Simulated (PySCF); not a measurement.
4,4-difluorobuta-1,2-diene (C4H4F2), SMILES FC(F)C=C=C.

Coordinates come from a PBE-D3(BJ)/def2-SVP optimisation. One conformer was computed; it need not be the lowest.

Method: PBE-D3(BJ)/def2-SVP (PySCF 2.14.0).

Frequencies are harmonic and unscaled.

Computed vibrational spectrum:
| mode | ν (cm⁻¹) | IR (km/mol) | moving atoms (share of kinetic energy) |
|---|---|---|---|
| 1 | 62 | 0.3 | F 43 %, C 40 %, H 16 % |
| 2 | 159 | 0.2 | C 71 %, H 17 %, F 13 % |
| 3 | 300 | 1.1 | H 52 %, F 38 %, C 10 % |
| 4 | 340 | 5.3 | C 60 %, H 35 % |
| 5 | 413 | 15.4 | F 56 %, C 37 % |
| 6 | 492 | 23.3 | C 77 %, H 16 % |
| 7 | 590 | 0.5 | F 68 %, C 28 % |
| 8 | 614 | 0.2 | H 44 %, C 40 %, F 16 % |
| 9 | 823 | 51.0 | H 75 %, C 25 % |
| 10 | 851 | 18.8 | H 85 %, C 15 % |
| 11 | 947 | 0.1 | H 61 %, C 39 % |
| 12 | 1029 | 7.9 | C 65 %, H 30 % |
| 13 | 1059 | 203.6 | C 59 %, F 33 %, H 8 % |
| 14 | 1087 | 204.4 | C 58 %, F 30 %, H 12 % |
| 15 | 1107 | 25.8 | H 52 %, C 48 % |
| 16 | 1243 | 1.6 | H 70 %, C 28 % |
| 17 | 1319 | 21.9 | H 85 %, C 13 % |
| 18 | 1347 | 65.0 | H 78 %, C 21 % |
| 19 | 1427 | 28.0 | C 59 %, H 41 % |
| 20 | 2031 | 77.5 | C 98 % |
| 21 | 2990 | 34.6 | H 92 %, C 8 % |
| 22 | 3061 | 0.1 | H 95 % |
| 23 | 3085 | 0.3 | H 92 %, C 8 % |
| 24 | 3148 | 0.3 | H 89 %, C 11 % |
